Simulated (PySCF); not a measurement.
Electron correlation in V (vanadium, neutral)

Starting occupation: [Ar] 3d3 4s1 4p1, 3d5/2 with m_j = +1/2, +3/2, +5/2, 4s1/2 with m_j = +1/2, 4p3/2 with m_j = +3/2. Calculation: PySCF 2.14, in x2c-SVPall-2c with one added diffuse shell each of s, d type (6s5p4d1f, 48 functions); X2C-1e with screened-nucleus spin-orbit coupling, Gaussian nucleus. Frozen: [Ne]; 13 electrons correlated; the 6 highest virtual spinors left out.

MP2 pair energies summed by pair of shells (mhartree):

```tsv
pair	energy	share (%)
3p-3p	-88.32	45.1
3d-3p	-57.70	29.5
3d-3d	-12.68	6.5
3p-3s	-9.40	4.8
3p-4p	-6.49	3.3
3p-4s	-4.67	2.4
3d-3s	-4.49	2.3
3d-4s	-3.66	1.9
3s-3s	-3.42	1.7
3d-4p	-2.43	1.2
4p-4s	-1.85	0.9
3s-4s	-0.44	0.2
3s-4p	-0.18	0.1
```

Total MP2 correlation energy: -195.73 mhartree.

The GHF reference relaxed away from the jj start to a determinant that is no pure jj level (⟨S²⟩ = 8.75, ⟨J²⟩ = 48.76); the energies belong to that determinant.

This basis was not built for core-valence correlation, so the inner-shell part is incomplete.
